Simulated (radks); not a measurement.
Zr+, configuration [Kr] 4d2 5s1. Method: Dirac Kohn-Sham, BLYP, spin-unpolarised, spherical densities, finite nucleus; open shells fill j = l - 1/2 first; Fermi nuclear charge, rms radius 4.2694 fm; computed with a radial shooting solver on a logarithmic mesh with Libxc functionals.

Spin-orbit splittings of the eigenvalues, e(l+1/2) - e(l-1/2), with zeta = 2 splitting/(2l+1) and mean radii in bohr:

shell  occ.  splitting (eV)  zeta (eV)  <r> j=l-1/2  <r> j=l+1/2
2p        6           85.91      57.28       0.1386       0.1430
3p        6           13.68      9.119       0.4551       0.4656
3d       10           2.499     0.9995       0.4506       0.4541
4p        6           1.788      1.192        1.347        1.378
4d        2          0.1397    0.05588        2.142        2.162
5p        0          0.1610     0.1074        4.243        4.326
